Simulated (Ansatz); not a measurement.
A structure relaxed at PBE0-D4/def2-TZVP, charge 0, multiplicity 1:

| atom | x (Å) | y (Å) | z (Å) |
| --- | --- | --- | --- |
| O1 | 0.964 | -1.177 | 0.021 |
| Hf2 | -0.580 | -0.099 | 0.099 |
| Cl3 | -1.586 | -0.232 | 2.206 |
| Cl4 | -2.139 | -0.752 | -1.518 |
| Se5 | 0.178 | 2.320 | -0.352 |
| H6 | 1.605 | -1.883 | 0.025 |
| H7 | 1.557 | 1.824 | -0.482 |

Question: Give its formula and SMILES.

Answer: Cl2H2HfOSe, `[OH][Hf]([Cl])([Cl])[SeH]`.

Question: Point group (tolerance 0.08 Å, 0.16 Å for H)?

Answer: Cs.

Question: Summarise the bond lengths by kind.

Answer: 1 × Hf–O 1.885 Å; 1 × H–O 0.953 Å; 2 × Cl–Hf 2.339 Å; 1 × Hf–Se 2.575 Å; 1 × H–Se 1.471 Å.

Program: Ansatz 0.2.0.
